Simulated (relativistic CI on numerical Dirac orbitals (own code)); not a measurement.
## Tc³⁺: 3p photoemission

Computed with this model: Dirac-Coulomb-Breit CI, KLI orbitals optimised for each configuration, model QED (radiative potential, 1s self-energy scaled to tabulated hydrogen-like ionisation energies), valence Slater integrals scaled by 0.8, multiplet model of photoemission in the sudden approximation; configurations [Kr] 4d4 → [Ne] 3s2 3p5 3d10 4s2 4p6 4d4; 300 K; Lorentzian 2.8 eV and Gaussian 0.6 eV FWHM. Energies are those of the free ion, without screening or charge transfer. The energies are binding energies and can lie tens of eV above those of solids. S is read from ⟨S²⟩ = S(S + 1).

Field parameters in Wybourne normalisation: Oh B⁴₀ = 21Dq, B⁴₄ = √(5/14) B⁴₀. The field is a parameter set, without covalency.

Computed curve for free ion, scaled to 100 at the maximum (points under 2 are left out and the grid is thinned):

Energy (eV), Intensity and a bar:
```
    464.4        2.1 
    465.2        2.4 
    465.6        2.6 
    466.4        3.1 
    467.2        3.7 #
    467.6        4.1 #
    468.4        5.2 #
    468.8        5.8 #
    469.6        7.6 ##
    470.4       10.3 ###
    470.8       12.2 ###
    471.6       18.0 #####
    472.4       28.4 ########
    472.8       36.8 ###########
    473.6       63.0 ###################
    474.0       79.6 ########################
    474.8      100.0 ##############################
    475.6       85.0 #########################
    476.0       69.8 #####################
    476.8       42.6 ############
    477.6       26.1 #######
    478.0       20.8 ######
    478.8       14.0 ####
    479.2       11.7 ###
    480.0        8.6 ##
    480.8        6.7 #
    481.2        6.0 #
    482.0        4.9 #
    482.8        4.2 #
    483.2        3.9 #
    484.0        3.5 
    484.4        3.3 
    485.2        3.1 
    486.0        3.1 
    486.4        3.1 
    487.2        3.1 
    488.0        3.4 
    488.4        3.5 
    489.2        4.1 #
    489.6        4.4 #
    490.4        5.5 #
    491.2        7.3 ##
    491.6        8.6 ##
    492.4       12.9 ###
    493.2       20.9 ######
    493.6       27.4 ########
    494.4       45.1 #############
    494.8       52.3 ###############
    495.6       48.5 ##############
    496.4       30.5 #########
    496.8       23.3 ######
    497.6       14.0 ####
    498.4        9.1 ##
    498.8        7.5 ##
    499.6        5.3 #
    500.0        4.6 #
    500.8        3.5 
    501.6        2.8 
    502.0        2.5 
    502.8        2.1
```

The ground state has S = 1.98, and the centroid lies at 481.64 eV.
